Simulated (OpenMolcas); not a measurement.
Ag2+ with its 6 nearest bromide ions at 2.848 Å, on the Ca site of CsCaBr3 (a = 5.69 Å, distance in the model lattice 2.845 Å). The rest of the host is ab initio model potentials to 7.6 Å, with orthogonalisation functions on the cations behind the ligands, and point charges beyond; the distance is set by hand and nothing relaxes. Ligand basis ANO-RCC-VDZP.
```
Ag    0.0000    0.0000    0.0000
Br    2.8480    0.0000    0.0000
Br    0.0000    2.8480    0.0000
Br   -2.8480    0.0000    0.0000
Br    0.0000   -2.8480    0.0000
Br    0.0000    0.0000    2.8480
Br    0.0000    0.0000   -2.8480
```

```json
{"Program": "OpenMolcas 26.06", "Method": "CASSCF", "Basis": "ANO-RCC-VTZP [7s6p4d2f1g]", "Scalar Hamiltonian": "DKH2, point nucleus", "Active space": "9 electrons in 5 orbitals (4d)", "State averaging": "2S+1 = 2 even, 5 roots", "Spin-orbit coupling": "RASSI with atomic mean-field integrals over the reference wave functions"}
```

What is the spin-free ground state (labels of O, the rotations of Oh)?

2E, 2-fold in its orbital part; it has the highest spin that d9 allows.

Where is the first state of the same spin?

2T2 at 6530 cm-1 above the ground state.

What are the lowest two levels with spin-orbit coupling?

A 4-fold level Γ8, then a 2-fold level Γ7 5247 cm-1 above it. Their leading multiplicities are 2 (100 %) and 2 (100 %).

What is χT at 300 K, and how does it compare with the textbook value?

The lowest level has 2S+1 = 2, for which the spin-only value is χT = S(S+1) / 2 = 0.375 cm3 K/mol (g = 2). The computed 0.665 at 300 K differs by +0.290, through orbital momentum, spin-orbit coupling and any other state in reach.

Which ligand-field parameters describe the states?

The gap between the two states is 10Dq = 6531 cm-1. 

An orbital doublet at a regular site is open to a Jahn-Teller distortion, which this geometry leaves out. The least metal-like active orbital is 84 % on the metal (Löwdin) and no ligand orbital is active, so the numbers are rough. With metal d orbitals alone the field can be off either way by tens of per cent. Ligand-to-metal charge-transfer states are missing. No measured value stands beside these numbers; the geometry was set by hand and not optimised.
